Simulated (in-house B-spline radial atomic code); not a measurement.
# Binding energies in Re⁸⁺

NIST's tabulated ground configuration is [Kr] 4d10 4f14 5s2 5p5; each binding energy is the energy of the ion with one electron taken from that subshell, relaxed, less that of the parent. Method: Dirac-Hartree-Fock, average of configuration, Fermi nucleus of rms radius 5.3698 fm. Calculated with a B-spline radial code for spherical atoms. Energies include first-order Breit, QED and recoil terms.

| subshell | X-ray name | binding energy (eV) | -ε (eV) | relaxation (eV) |
| --- | --- | --- | --- | --- |
| 1s | K | 71809.5 | 72259.7 | 84.8 |
| 2s | L1 | 12671.7 | 12766.3 | 49.2 |
| 3s | M1 | 3074.7 | 3110.0 | 26.2 |
| 3d3/2 | M4 | 2085.5 | 2117.0 | 28.2 |
| 3d5/2 | M5 | 2018.9 | 2048.6 | 27.6 |
| 4s | N1 | 765.3 | 776.2 | 8.8 |
| 4d3/2 | N4 | 410.2 | 417.9 | 7.3 |
| 4d5/2 | N5 | 396.7 | 403.8 | 7.0 |
| 5s | O1 | 211.2 | 212.4 | 0.9 |
| 4f5/2 | N6 | 174.1 | 180.2 | 6.2 |
| 4f7/2 | N7 | 171.7 | 177.5 | 6.0 |
| 5p | O2,3 | 166.3 | 167.2 | 0.7 |

Relaxation = -ε minus the binding energy without Breit, QED and recoil terms.

Emission lines follow as differences of binding energies, with λ = 12398.42 eV·Å / E:

```
 line          holes  energy (eV)  wavelength (Å)
M5-N7  3d5/2 → 4f7/2       1847.2           6.712
M4-N6  3d3/2 → 4f5/2       1911.4          6.4866
```

Q: What does it cost to remove both a 4d5/2 and a 5s electron?

A: 632.77 eV, which is 24.92 eV more than the two single binding energies together.

Q: What does it cost to remove both a 3s and a 5p electron?

A: 3264.7 eV, which is 23.62 eV more than the two single binding energies together.

Q: What does it cost to remove both a 4d5/2 and a 5p electron?

A: 586.17 eV, which is 23.15 eV more than the two single binding energies together.
